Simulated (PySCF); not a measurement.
Computed shifts of a molecule C3H8FNSi, PBE/pcSseg-1 run with PySCF, GIAO, gas phase, atoms alike by connectivity averaged where their shifts nearly agree, in ppm (number of nuclei): ¹³C: 179.0 (1), 92.7 (1), 26.0 (1). ¹⁹F: -102.9 (1). ²⁹Si: -27.5 (1). ¹⁵N: 15.4 (1). ¹H: 5.46 (1), 5.14 (1), 4.86 (1), 4.55 (1), 2.42 (1), 1.84 (1), 0.79 (1), 0.25 (1). References: ¹³C against TMS (σ = 182.0 ppm); ¹⁹F against CFCl3 (σ = 133.6 ppm); ²⁹Si against TMS (σ = 335.4 ppm); ¹⁵N against NH3 (σ = 267.0 ppm); ¹H against TMS (σ = 31.49 ppm), references at their B3LYP-D3(BJ)/def2-TZVP geometries, non-relativistic. Geometry optimised at B3LYP-D3(BJ)/def2-SVP. Other conformers were not sampled.

Question: Identify the compound among the candidates.
A. C=C(F)C[SiH2]N
B. F[Si@H]1CCCN1
C. N[Si@@H]1CC[C@@H]1F
D. C=C[C@H](N)[SiH2]F

Answer: A, C=C(F)C[SiH2]N
